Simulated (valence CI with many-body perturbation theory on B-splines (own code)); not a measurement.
# Level structure of Ar³⁺

Method: valence CI with perturbative core correlation (CI+MBPT): five valence electrons over a frozen Dirac-Fock core [Ne], a basis of 11 s, 11 p, 10 d, 8 f, 5 g, 2 h functions for each j, with the one-electron correlation potential Σ1 (screened to all orders), the two-electron term Σ2, the three-electron term Σ3, Breit, model QED; selected single and double excitations, second order for the rest, scaled by the run's own slope (own B-spline code, finite nucleus).

Against 54 measured levels this calculation errs by 137 cm⁻¹ on average and by 426 at most. These come from a selection out of Saloman, J. Phys. Chem. Ref. Data 39, 033101 (2010). Levels without a partner in it may be off by more. Among the levels kept, up to 3700 cm⁻¹ of a level comes from second order outside the variational space, and about a tenth of that is noise between levels of different J, which matters for small intervals.

Levels 91 to 135 of 166, with energies above the lowest level, 3s²3p³ ⁴S°_3/2. "Leading %" is the weight of the configuration and term that name the level; weights of strongly mixed levels are sums over their largest components and can fall short. Lifetimes count E1, E2, E3, M1 and M2 decay at the calculated energies, and are blank where another channel may lead or the interval is too uncertain; long ones can be off by a factor of two.

| No. | Configuration | Term | J | E (eV) | Leading % | g | Lifetime | Second component |
| --- | --- | --- | --- | --- | --- | --- | --- | --- |
| 91 | 3s3p³3d | ⁴D° | 1/2 | 40.171 | 85 | 0.004 | 371 ps | 10 % 3s²3p3d² ⁴D° |
| 92 | 3s3p³3d | ⁴D° | 3/2 | 40.205 | 82 | 1.197 | 368 ps | 10 % 3s²3p3d² ⁴D° |
| 93 | 3s3p³3d | ⁴D° | 5/2 | 40.262 | 78 | 1.368 | 363 ps | 9 % 3s²3p3d² ⁴D° |
| 94 | 3s3p³3d | ⁴P° | 1/2 | 40.331 | 84 | 2.663 | 766 ps | 12 % 3s²3p3d² ⁴P° |
| 95 | 3s3p³3d | ⁴P° | 3/2 | 40.361 | 79 | 1.692 | 570 ps | 11 % 3s²3p3d² ⁴P° |
| 96 | 3s3p³3d | ⁴D° | 7/2 | 40.365 | 85 | 1.429 | 338 ps | 10 % 3s²3p3d² ⁴D° |
| 97 | 3s3p³3d | ⁴P° | 5/2 | 40.413 | 58 | 1.488 | 499 ps | 11 % 3s3p³3d ²D° |
| 98 | 3s3p³3d | ²D° | 3/2 | 40.447 | 60 | 0.847 | 792 ps | 13 % 3s²3p3d² ²D° |
| 99 | 3s3p³3d | ²D° | 5/2 | 40.504 | 40 | 1.314 | 600 ps | 23 % 3s3p³3d ⁴P° |
| 100 | 3s²3p²4p | ²P° | 1/2 | 40.529 | 90 | 0.666 | 631 ps |  |
| 101 | 3s²3p²4p | ²P° | 3/2 | 40.549 | 89 | 1.333 | 623 ps |  |
| 102 | 3s3p³3d | ⁴F° | 9/2 | 40.712 | 91 | 1.333 | 838 ps |  |
| 103 | 3s3p³3d | ⁴F° | 7/2 | 40.744 | 91 | 1.238 | 815 ps |  |
| 104 | 3s3p³3d | ⁴F° | 5/2 | 40.767 | 91 | 1.029 | 818 ps |  |
| 105 | 3s3p³3d | ⁴F° | 3/2 | 40.786 | 91 | 0.400 | 825 ps |  |
| 106 | 3s3p³3d | ⁴S° | 3/2 | 41.205 | 69 | 2.000 | 42.3 ps | 21 % 3s²3p3d² ⁴S° |
| 107 | 3s3p³3d | ²F° | 7/2 | 41.299 | 57 | 1.143 | 1.17 ns | 24 % 3s²3p3d² ²F° |
| 108 | 3s3p³3d | ²F° | 5/2 | 41.306 | 57 | 0.859 | 1.06 ns | 24 % 3s²3p3d² ²F° |
| 109 | 3s3p³4s | ⁶S° | 5/2 | 41.414 | 96 | 2.002 | 1.19 μs |  |
| 110 | 3s3p³3d | ⁴P° | 5/2 | 41.850 | 93 | 1.601 | 34.2 ps |  |
| 111 | 3s²3p²4d | ⁴F | 3/2 | 41.896 | 90 | 0.417 | 860 ps |  |
| 112 | 3s3p³3d | ⁴P° | 3/2 | 41.914 | 94 | 1.734 | 33.2 ps |  |
| 113 | 3s²3p²4d | ⁴F | 5/2 | 41.937 | 89 | 1.041 | 864 ps |  |
| 114 | 3s3p³3d | ⁴P° | 1/2 | 41.959 | 94 | 2.669 | 32.7 ps |  |
| 115 | 3s²3p²4d | ⁴F | 7/2 | 42.003 | 89 | 1.244 | 866 ps |  |
| 116 | 3s²3p²4d | ⁴F | 9/2 | 42.090 | 92 | 1.333 | 873 ps |  |
| 117 | 3s²3p²4d | ²P | 3/2 | 42.111 | 78 | 1.336 | 833 ps | 7 % 3s²3p²4d ⁴D |
| 118 | 3s²3p²4d | ⁴P | 5/2 | 42.154 | 77 | 1.556 | 931 ps | 13 % 3s²3p²4d ⁴D |
| 119 | 3s²3p²4d | ²P | 1/2 | 42.194 | 56 | 0.647 | 841 ps | 28 % 3s²3p²4d ⁴D |
| 120 | 3s²3p²4d | ⁴P | 3/2 | 42.227 | 63 | 1.578 | 914 ps | 18 % 3s²3p²4d ⁴D |
| 121 | 3s²3p²4d | ⁴P | 1/2 | 42.292 | 67 | 2.101 | 914 ps | 20 % 3s²3p²4d ²P |
| 122 | 3s²3p²4d | ⁴D | 1/2 | 42.359 | 61 | 0.585 | 853 ps | 16 % 3s²3p²4d ⁴P |
| 123 | 3s²3p²4d | ⁴D | 7/2 | 42.368 | 83 | 1.402 | 844 ps | 5 % 3s²3p²4d ²F |
| 124 | 3s²3p²4d | ⁴D | 3/2 | 42.371 | 67 | 1.333 | 861 ps | 24 % 3s²3p²4d ⁴P |
| 125 | 3s²3p²4d | ⁴D | 5/2 | 42.371 | 62 | 1.313 | 842 ps | 13 % 3s²3p²4d ⁴P |
| 126 | 3s3p³3d | ²D° | 5/2 | 42.416 | 67 | 1.201 | 248 ps | 10 % 3s²3p3d² ²D° |
| 127 | 3s²3p²4d | ²F | 5/2 | 42.440 | 77 | 0.947 | 770 ps | 15 % 3s²3p²4d ⁴D |
| 128 | 3s3p³3d | ²D° | 3/2 | 42.479 | 68 | 0.800 | 229 ps | 10 % 3s²3p3d² ²D° |
| 129 | 3s3p³3d | ⁴D° | 7/2 | 42.579 | 76 | 1.428 | 33.2 ps | 14 % 3s²3p3d² ⁴D° |
| 130 | 3s²3p²4d | ²F | 7/2 | 42.599 | 85 | 1.163 | 755 ps | 7 % 3s²3p²4d ⁴D |
| 131 | 3s3p³3d | ⁴D° | 5/2 | 42.637 | 75 | 1.371 | 33.4 ps | 14 % 3s²3p3d² ⁴D° |
| 132 | 3s3p³3d | ⁴D° | 3/2 | 42.676 | 75 | 1.200 | 33.4 ps | 14 % 3s²3p3d² ⁴D° |
| 133 | 3s3p³3d | ⁴D° | 1/2 | 42.697 | 75 | 0.000 | 33.4 ps | 14 % 3s²3p3d² ⁴D° |
| 134 | 3s3p³4s | ⁴S° | 3/2 | 42.960 | 85 | 2.002 | 233 ps |  |
| 135 | 3s3p³3d | ²G° | 7/2 | 43.038 | 54 | 0.892 | 743 ps | 21 % 3s²3p3d² ²G° |

Names give the largest LS component (configuration and term), which can be under half, so a name can repeat, a term be missing and a line seem to break the LS rules; names also repeat where a configuration has a term twice.

Where two levels of one J and parity lie close, their mixing, g and order are uncertain.
